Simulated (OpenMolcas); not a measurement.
Ga²⁺: CASPT2 settings compared

- Program: OpenMolcas 26.06
- Basis: ANO-RCC-VDZ [5s4p1d]
- Scalar Hamiltonian: DKH2, point nucleus
- Active space: 1 electron in 8 orbitals (4s 4p 5s 5p)
- State averaging: 2S+1 = 2 even, 1 root; 2S+1 = 2 odd, 3 roots
- Spin-orbit coupling: RASSI with atomic mean-field integrals over the reference wave functions, term energies averaged over their components

Methods on the same reference wave functions:
A. CASSCF
B. SS-CASPT2, IPEA 0.35 Eh, imaginary shift 0.15 Eh (closed shells correlated: 3d)
C. SS-CASPT2, IPEA 0.75 Eh, sigma2 regulariser 0.2 Eh (closed shells correlated: 3s 3p 3d)

Energies in cm-1 above 4s 2S 1/2, the measured ground level; measured values from Shirai, Reader, Kramida and Sugar, J. Phys. Chem. Ref. Data 36, 509 (2007).

```
     Level      A      B      C  Measured
 4s 2S 1/2    0.0    0.0    0.0       0.0
4p 2P* 1/2  64007  64311  64334     65169
4p 2P* 3/2  65705  66009  66032     66888
```

Deviations, from unrounded energies. A percentage is the sum of absolute deviations over the sum of measured energies, with the sign that they share, or ± where signs differ.

```
           Against measurement  Levels     A     B     C
mean absolute deviation (cm-1)       2  1200   870   850
      other configurations (%)       2  -1.8  -1.3  -1.3
```

B, C lie about equally close to measurement and A furthest from it. The largest miss of C in the table is 4p 2P* 3/2, by -860 cm-1. The ranking rests on the paired levels alone, and a cruder setting can come out closer through cancelling errors.

Between B and C the level of the table that moves most is 4p 2P* 1/2, by 23 cm-1 (lowest in B, highest in C).

The lowest spin-free term lies below A's lowest term by 0.006 hartree in B, 0.011 hartree in C.

With one active electron outside closed inactive shells, the extra shells (5p 5s) add no correlation to the reference. With one active electron the reference holds no correlation, so core polarisation is missing (holds for A). With one active electron, CASPT2 adds the correlation within the correlated inactive shells and between them and that electron, and leaves the splitting within a term as the reference gives it (holds for B; C). Measured partners are found by configuration, term and J. A level has none where our copy of the source lacks it or the pairing is in doubt (some pairs that miss far off the trend of their configuration count as doubtful), and it then counts in no deviation. Only configurations of the active space appear.

* marks odd parity.
